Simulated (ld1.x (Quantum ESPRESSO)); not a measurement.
# gallium (Ga): excitation energies, all-electron against RRKJ

```json
{
 "Element": "Ga (Z = 31)",
 "Generator": "ld1.x (Quantum ESPRESSO) 7.5",
 "Type": "norm-conserving RRKJ (Kleinman–Bylander form)",
 "Functional": "LDA (PZ)",
 "Relativity": "scalar-relativistic",
 "Frozen core": "[Ar]",
 "Valence charge": "13",
 "Reference configuration": "3d10 4s2 4p1",
 "Partial waves": "4p (bound): rc 2.35 bohr; 3d (bound): rc 0.90 bohr; 4s (bound): rc 1.95 bohr",
 "Local potential": "the s channel",
 "Core correction": "none"
}
```

Energies are relative to the spin-unpolarised reference configuration 3d10 4s2 4p1; without spin polarisation the order of configurations can differ from experiment. Spin-polarised rows fill each open shell by Hund’s rule, majority spin first. Not all tests gave a result: 1 of 9 tests not solved or not reliable.

```json
{"valence configuration": "3d10 4s2 4p0", "charge": "+1", "ΔE all-electron (eV)": "5.888", "error AE − PS (meV)": "-0.6"}
{"valence configuration": "3d10 4s1 4p0", "charge": "+2", "ΔE all-electron (eV)": "27.391", "error AE − PS (meV)": "+2.5"}
{"valence configuration": "3d10 4s0 4p0", "charge": "+3", "ΔE all-electron (eV)": "58.991", "error AE − PS (meV)": "+7.7"}
{"valence configuration": "3d9 4s2 4p2", "charge": "0", "ΔE all-electron (eV)": "20.402", "error AE − PS (meV)": "-689"}
{"valence configuration": "3d10 4s2 4p1 (spin-polarised)", "charge": "0", "ΔE all-electron (eV)": "-0.134", "error AE − PS (meV)": "+1.7"}
{"valence configuration": "3d10 4s1 4p0 (spin-polarised)", "charge": "+2", "ΔE all-electron (eV)": "27.084", "error AE − PS (meV)": "+13"}
```

Problem. What are ΔE and the potential's error for 3d9 4s0 4p0?

Solution. ΔE = 123.214 eV all-electron; the error (AE − PS) is -385 meV.

Problem. What are ΔE and the potential's error for 3d9 4s2 4p1?

Solution. ΔE = 27.966 eV all-electron; the error (AE − PS) is -615 meV.

Levels in the configuration 3d9 4s0 4p0:

```json
{"level": "3d", "all-electron (eV)": "-76.048", "pseudo (eV)": "-77.158"}
```
